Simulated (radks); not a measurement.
Values are calculated unless marked as measured or tabulated.
All-electron atom: Xe LI in [He] 2s2.

Code: a radial shooting solver on a logarithmic mesh with Libxc functionals. Model: Dirac Kohn-Sham, PBE, spin-unpolarised, spherical densities, finite nucleus; Fermi nuclear charge, rms radius 4.7859 fm.

Energy parts (Ry):
| part | energy |
|---|---|
| total | -7432.87772 |
| kinetic | 8110.02873 |
| electron-nucleus | -15720.67944 |
| Hartree | 270.95380 |
| exchange-correlation | -93.18081 |

Orbitals (lengths in bohr, moments of r in powers of bohr):
\begin{tabular}{lrrr}
orbital & occ. & eigenvalue (Ry) & <r^2> \\ \hline
1s1/2 & 2 & -2894.650 & 0.0009537 \\
2s1/2 & 2 & -699.0745 & 0.01369 \\
2p1/2 & 0 & -689.0697 & 0.009812 \\
2p3/2 & 0 & -661.1851 & 0.01084 \\
3s1/2 & 0 & -301.0885 & 0.07080 \\
3d3/2 & 0 & -287.3130 & 0.04668 \\
3d5/2 & 0 & -284.9752 & 0.04775 \\
\end{tabular}

The highest occupied level is 2s1/2 at -9511.4 eV. Summed over all electrons, <r^2> = 0.02930 bohr^2, which gives a Langevin (diamagnetic) susceptibility term of -0.0232 x 10^-6 cm^3/mol. The electron density at the nucleus is 2.686e+05 e/bohr^3. For comparison, the ionisation energy in NIST's Atomic Spectra Database is 9581 eV (theoretical). In exact Kohn-Sham theory the highest level is minus the ionisation energy, but local and semilocal functionals leave it too shallow, through self-interaction and a potential that decays too fast; potentials with the right tail come closer.
